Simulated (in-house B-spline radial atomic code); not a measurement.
Values are calculated unless marked as measured or tabulated.
**Making a Troullier-Martins p channel for Cr, r_c = 1.12 bohr**

Cr, [Ar] 3d5 4s1, non-relativistic PBE, spherical and spin-unpolarised, from a B-spline radial code for spherical atoms (atomic units). The all-electron 3p level is ε = -1.657490 hartree, its outermost node lies just inside 0.34 bohr and its outer maximum at 0.80 bohr.

Inside r_c the pseudo-orbital is u(r) = r^2 exp(p(r)), with p = c0 + c2 r² + c4 r⁴ + … + c12 r¹². The seven coefficients follow from p and its first four derivatives at r_c, from zero curvature of the screened potential at the origin, c4 = −c2²/(2l + 5), and from the norm inside r_c. At r_c the all-electron orbital has P = 0.8993798, P' = -0.9252731, the screened potential V = -2.801595, V' = 5.96037, V'' = -17.20632, and the norm inside is Q = 0.6978676.

Task: What are p, p' and p'' at r_c?

Result: p = ln(P/r_c^2) = ln(0.8993798/1.2544) = -0.33271. p' = P'/P − 2/r_c = -1.02879 − 1.78571 = -2.81450. The radial equation gives p'' = 2(V − ε) − 2(2) p'/r_c − p'² = -2.28821 − (-10.05180) − 7.92143 = -0.15784. Differentiating, p''' = 2V' + 2(2)p'/r_c² − 2(2)p''/r_c − 2p'p'' = 2.6211, and p'''' = 2V'' − 4(2)p'/r_c³ + 4(2)p''/r_c² − 2(2)p'''/r_c − 2p''² − 2p'p''' = -14.049.

For a trial c2 the five matching conditions are linear in c0, c6, c8, c10 and c12, and c2 is varied until the norm inside r_c equals Q. The root nearest zero gives:

```csv
n,c_n
0,1.484673
2,-1.362041
4,-0.2650223
6,-0.1255537
8,0.5332074
10,-0.32658
12,0.06419663
```

Task: Check c4 and p(r_c), and find the screened pseudopotential at the origin.

Result: −c2²/7 = -0.265022, as listed. The terms c_n r_c^n are 1.48467, -1.70854, -0.41702, -0.24782, 1.32020, -1.01431, 0.25011, which sum to -0.33271. Inverting the radial equation, V_l(r) = ε + 2 p'/r + (p'' + p'²)/2, so V_l(0) = ε + (2l + 3) c2 = -1.65749 + 5 × (-1.36204) = -8.4677 hartree, finite where the all-electron potential diverges.

Orbitals and screened potentials:

```
r (bohr)        P        u  V all-electron  V pseudo
   0.112  -0.5023  0.05442          -149.7    -8.468
    0.28  -0.2312   0.3105           -40.7    -8.459
   0.448    0.505   0.6666          -18.49    -8.326
   0.616   0.9577   0.9632          -10.34    -7.696
   0.784    1.093    1.086          -6.329    -6.211
   0.952    1.038    1.037          -4.103    -4.231
    1.12   0.8994   0.8994          -2.802    -2.802
```

Logarithmic derivatives P'/P at R = 1.42 bohr, for energies E around ε:

```
E − ε (hartree)  all-electron     pseudo
           -0.5      0.113782   0.112269
          -0.25     -0.484754  -0.485375
           -0.1     -0.971484  -0.971638
              0      -1.37943   -1.37945
            0.1      -1.88427   -1.88453
           0.25      -2.92517   -2.92752
            0.5      -6.43121   -6.45946
```

Task: With P(R) = 0.6221485 and a norm of 0.8725588 inside R, what slope in energy does norm conservation fix?

Result: d(P'/P)/dE = −2 × (norm inside R)/P(R)² = -4.5085 per hartree·bohr at E = ε, for both atoms, since orbital and norm agree at R. Differences over ±0.1 hartree give -4.5639 (all-electron) and -4.5645 (pseudo), which also hold third-order terms. Half a hartree below ε the two curves differ by -0.0015.
